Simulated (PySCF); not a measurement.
Species: C4H7FSe.
Cartesian coordinates in Å at the PBE0-D3(BJ)/def2-SVP level; atoms count from 1:
```
atom  x, y, z in Å
C1    -0.5818    1.2111   -0.0450
C2    -0.6248   -0.1035    0.1969
C3    -1.8731   -0.9289    0.1725
Se4    0.9416   -1.1211    0.6239
C5     2.2693    0.0129   -0.2063
F6     2.5566    1.1363    0.5131
H7    -1.4991    1.7402   -0.3217
H8     0.3357    1.7965    0.0359
H9    -2.0199   -1.4563    1.1297
H10   -2.7536   -0.2942   -0.0027
H11   -1.8265   -1.6984   -0.6147
H12    3.1784   -0.6013   -0.3037
H13    1.8947    0.3056   -1.1994
```

The calculation used PBE0-D3(BJ)/def2-SVP geometry optimisation, gas phase in PySCF 2.14.0.

Take the most abundant isotopes and a rigid rotor. The values belong to one conformer with, in the numbering `[CH2:1]=[C:2]([CH3:3])[Se:4][CH2:5][F:6]`, C1–C2–Se4–C5 -25°, C2–Se4–C5–F6 77°.

Task: Give the principal moments of inertia and the rotational constants in MHz.

Result: Ia = 144.45, Ib = 279.70, Ic = 401.30 u·Å²; 505379 MHz·u·Å²/I gives A = 3499, B = 1807, C = 1259 MHz.

Task: What kind of rotor is it?

Result: An asymmetric top; Ray's κ = -0.511.

Task: What does the inertial defect say?

Result: Not planar: Δ = Ic − Ia − Ib = -22.85 u·Å². For a rigid frame Δ = −2 Σ m c², so Σ m c² = 11.43 u·Å² lies off the ab plane: 4.75 from hydrogen and 6.68 from heavier atoms. The atom farthest from that plane is 1.50 Å away.

Task: Give the other two planar moments, Paa and Pbb, and the rms extents of the mass along the axes.

Result: Paa = Σ m a² = (Ib + Ic − Ia)/2 = 268.28 and Pbb = Σ m b² = (Ia + Ic − Ib)/2 = 133.03 u·Å². With the mass M = 153.97 u, the rms extents √(P/M) along a, b and c are 1.32, 0.93, 0.27 Å.

Task: List the rotational levels J(Ka,Kc) to J = 4 (K).

Result: Above 0(0,0), as E/k:
J = 1: 1(0,1) 0.147, 1(1,1) 0.228, 1(1,0) 0.255
J = 2: 2(0,2) 0.436, 2(1,2) 0.496, 2(1,1) 0.575, 2(2,1) 0.819, 2(2,0) 0.824
J = 3: 3(0,3) 0.857, 3(1,3) 0.895, 3(1,2) 1.052, 3(2,2) 1.260, 3(2,1) 1.286, 3(3,1) 1.735, 3(3,0) 1.736
J = 4: 4(0,4) 1.402, 4(1,4) 1.422, 4(1,3) 1.680, 4(2,3) 1.845, 4(2,2) 1.914, 4(3,2) 2.333, 4(3,1) 2.337, 4(4,1) 2.985, 4(4,0) 2.985
Those of J = 1 are B + C, A + C and A + B.

Task: Which types of transition are allowed, and where do some lines up to J = 5 fall?

Result: The dipole components are |μa| = 0.84 D, |μb| = 0.16 D, |μc| = 1.37 D. Intensities carry the squares of the components, which stand as 0.38 : 0.01 : 1.00 (a : b : c). Some lines, for components of 0.1 D or more:

```tsv
type	branch	J(Ka,Kc)	MHz	lower level (cm⁻¹)
a	Q	1(1,0) ← 1(1,1)	547	0.159
c	Q	3(1,3) ← 3(0,3)	794	0.596
c	Q	2(1,2) ← 2(0,2)	1257	0.303
c	Q	1(1,1) ← 1(0,1)	1692	0.102
c	Q	4(2,3) ← 4(1,3)	3424	1.168
b	R	4(2,2) ← 3(3,1)	3740	1.206
c	Q	3(2,2) ← 3(1,2)	4333	0.731
b	Q	5(2,3) ← 5(1,4)	5411	1.703
a	R	2(0,2) ← 1(0,1)	6020	0.102
b	R	3(0,3) ← 2(1,2)	7519	0.345
a	Q	5(1,4) ← 5(1,5)	7826	1.442
b	R	4(1,3) ← 3(2,2)	8752	0.876
b	Q	3(3,0) ← 3(2,1)	9371	0.894
a	R	3(1,2) ← 2(1,1)	9940	0.400
b	Q	4(3,2) ← 4(2,3)	10168	1.282
b	Q	5(3,3) ← 5(2,4)	10676	1.785
b	R	2(2,1) ← 1(1,0)	11755	0.177
c	Q	4(4,1) ← 4(3,1)	13493	1.625
b	R	5(1,5) ← 4(0,4)	14030	0.974
c	R	3(2,1) ← 2(1,1)	14809	0.400
b	R	3(2,1) ← 2(1,2)	16452	0.345
b	Q	5(5,1) ← 5(4,2)	17459	2.594
c	R	3(3,1) ← 2(2,1)	19090	0.569
b	R	3(3,0) ← 2(2,1)	19105	0.569
b	R	4(3,2) ← 3(2,1)	21809	0.894
c	R	4(4,1) ← 3(3,1)	26047	1.206
c	R	5(4,2) ← 4(3,2)	29175	1.621
c	R	5(5,1) ← 4(4,1)	33039	2.075
```

Stationary, but not proved a minimum. Zero-point vibration and centrifugal distortion are left out. A rigid rotor knows nothing of internal rotation, which can split or shift real lines.
